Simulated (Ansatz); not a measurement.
Compare A (`CN([SiH3])B[SiH3]`) with its isomer B (`BN(C)[SiH2][SiH3]`).

Program: Ansatz. Geometries: PBE0-D4/def2-TZVP. ΔE: electronic, gas phase. CBS: MP2 limit from def2 TZ/QZ plus the TZ coupled-cluster correction, frozen cores. Functionals use def2-TZVPP. B3LYP here is the variant with VWN-RPA as its local correlation; programs differ in this. One conformer a species, not always the lowest.

Task: Which is lower in electronic energy at CCSD(T)/CBS, and by how much? (An estimate is asked.)

Result: Computed: B, by 21.4 kJ/mol.

Task: Give E(B) − E(A) in kJ/mol with PBE-D4, ωB97M-V, PBE0-D4, B3LYP, CCSD/def2-TZVPP, B3LYP-D4, MP2/def2-TZVPP. (Estimate.)

Result: Computed: PBE-D4 -23.5, ωB97M-V -21.0, PBE0-D4 -24.0, B3LYP -22.7, CCSD/def2-TZVPP -21.0, B3LYP-D4 -22.1, MP2/def2-TZVPP -20.6. None reverses the order clearly.

Largest T1 diagnostic: 0.013.
